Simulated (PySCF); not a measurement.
Species: CBr₂ClF.
Z-matrix (Å and degrees, PBE0-D3(BJ)/def2-SVP geometry), rows numbered from 1:
```
F 
C   1  1.3251
Cl  2  1.7598  1  109.12
Br  2  1.9391  1  108.32  3   120.17
Br  2  1.9391  1  108.32  3  -120.23
```

Method: TDDFT CAM-B3LYP/def2-SVPD, vertical, gas phase, core orbitals frozen in the response in PySCF 2.14.0, density-fitted response routines. Relativistic effects, spin–orbit coupling among them, are left out although an element past zinc is present.

Problem. Predict the UV-vis stick spectrum at this level.

Solution. 

| state | E (eV) | λ (nm) | f | symmetry | main configurations (H = HOMO, L = LUMO) |
| --- | --- | --- | --- | --- | --- |
| S1 | 5.08 | 244.2 | 0.0042 | A″ | H→L (93%) |
| S2 | 5.38 | 230.4 | 0.0050 | A″ | H-1→L (89%) |
| S3 | 5.64 | 219.9 | 0.0070 | A′ | H-2→L (82%), H-1→L+1 (9%) |
| S4 | 5.93 | 209.1 | 0.0021 | A′ | H-3→L (55%), H→L+1 (35%) |
| S5 | 6.73 | 184.3 | 0.053 | A″ | H-4→L (72%) |
| S6 | 6.80 | 182.2 | 0.0001 | – | H→L+1 (33%), H-1→L+1 (24%), H-5→L (13%) |
| S7 | 6.97 | 177.9 | 0.0003 | – | H-3→L (30%), H-1→L+1 (25%), H→L+1 (22%) |
| S8 | 7.26 | 170.7 | 0.020 | A″ | H-2→L+1 (78%), H-4→L (10%) |
| S9 | 7.28 | 170.3 | 0.0084 | A′ | H-5→L (47%), H-1→L+1 (32%), H-2→L+2 (8%) |
| S10 | 7.41 | 167.3 | 0.0000 | – | H→L+2 (64%), H-1→L+2 (9%), H-4→L (8%) |

Triplets (Tamm–Dancoff): T1 4.46 eV, H→L (87%); T2 4.74 eV, H-1→L (82%), H-2→L+1 (10%); T3 4.93 eV, H-2→L (70%), H-1→L+1 (13%), H→L+1 (8%); T4 5.17 eV, H-3→L (56%), H→L+1 (27%), H-1→L+1 (10%).

The lowest singlet comes at 244 nm (490 kJ/mol) in the ultraviolet; it is very weak; its leading configuration is HOMO→LUMO (93%). The most intense listed level is S5 at 6.73 eV (184 nm, f = 0.053), 1.65 eV above S1. Löwdin shares by element: HOMO bromine 90%, chlorine 9%; LUMO bromine 62%, carbon 23%, chlorine 12%. The listed states span 2.33 eV, and the widest gap between neighbours is 0.80 eV (S4 to S5). Of the 10 states listed, 2 reach f = 0.01 and 3 stay under 0.0005. Orbital energies (eV): HOMO-3 -11.02, HOMO-2 -10.46, HOMO-1 -10.18, HOMO -9.85, LUMO -1.02, LUMO+1 0.16, LUMO+2 0.86. The vertical ionisation energy (ΔSCF) is 10.88 eV, 3.47 eV above S10. Symmetry labels in Cs follow from the direction of the transition dipole and are given only for states with f of 0.002 or more. Singlets were solved by full linear response, triplets in the Tamm–Dancoff approximation.
